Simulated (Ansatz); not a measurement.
System: Si2H3 (charge -1, singlet). It need not be the lowest isomer of its formula. Whether it binds its extra electron was not tested at this geometry. 
Coordinates optimised at B3LYP-D3(BJ)/def2-TZVP (Ansatz, a first-principles code):
SMILES: [SiH-]=[SiH2]
```xyz
5

Si    -1.1857     0.1476    -0.0156
Si     1.0048    -0.0403     0.0084
H     -1.3255    -1.3828     0.0707
H      1.9047    -1.2444     0.0825
H      1.9533     1.1249    -0.0522
```
Charge -1, spin multiplicity 1.

Question: Give the harmonic wavenumbers at B3LYP-D3(BJ)/def2-TZVP (Ansatz, finite differences of forces, unscaled).

Answer: 323, 389, 510, 604, 683, 964, 1921, 2074, 2092 cm⁻¹. Zero-point energy 13.7 kcal/mol.

Question: From these and the geometry, give the ideal-gas thermochemistry at 298.15 K and 1 atm (rigid rotor, harmonic oscillator).

Answer: Point group Cs, rotational symmetry number 1. Rotational constants 98.31, 6.54, 6.132 GHz. S(trans) 38.16, S(rot) 21.93, S(vib) 3.81, S(elec, spin only) 0.00, S 63.9 cal/(mol K). H(298) - H(0) 3.15 kcal/mol; G - E(el) -2.2 kcal/mol.
